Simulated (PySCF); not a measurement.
SMILES CC(=O)[SiH2][SiH2]B(O)O at its GFN2-xTB optimised geometry (Å):

```
17

C      3.3967    -0.6093     0.0000
C      1.8983    -0.6093     0.0000
O      1.2655    -1.6529     0.0087
Si     0.9417     1.0648     0.0000
Si    -0.9319     0.7334     1.3415
B     -1.9757    -0.8742     0.8334
O     -3.3143    -0.8059     1.0341
O     -1.4771    -2.0092     0.3048
H      3.7460    -0.0519    -0.8663
H      3.7421    -0.0854     0.8888
H      3.7996    -1.6202    -0.0165
H      0.6991     1.2597    -1.4395
H      1.9735     2.0619     0.3192
H     -1.6800     2.0028     1.3231
H     -0.4021     0.6832     2.7244
H     -3.7996    -1.5957     0.7843
H     -0.5224    -2.0619     0.1494
```

Calculation: PBE0/def2-SVP (PySCF). Cells within 0.4 Å of a nucleus heavier than hydrogen are left out (blank, or x).

Map of the log10 of the electron density (e/bohr³), floored at −4 on the plane z = 1.2 Å:

```
|000000000000000000000000000|
|000000000000000000000000000|
|000000000000000000000000000|
|000000000000000000000000000|
|000000000000000000000000000|
|000000000111000011000000000|
|000000012333211222210000000|
|000000134554333344431000000|
|000000246776544455532000000|
|000000246887655555542100000|
|000001246787776665432210000|
|00001234579x877655434432000|
|00024555678x876655445654200|
|001357766787765555456765200|
|002479x87887654455556764200|
|002479x98x76544455555654200|
|002578987776434555444443100|
|001467666776544555433332100|
|000245445676533444322221000|
|000022234555322232100100000|
|000000013443200000000000000|
|000000000111000000000000000|
|000000000000000000000000000|
|000000000000000000000000000|
|000000000000000000000000000|
|000000000000000000000000000|
|000000000000000000000000000|
```
Scale: ten equal steps from -4.00 (start of '0') to -0.237 (end of '9'), in the order '0123456789'; x runs from -6.00 to 6.00, y from -6.00 (bottom) to 6.00 (top).
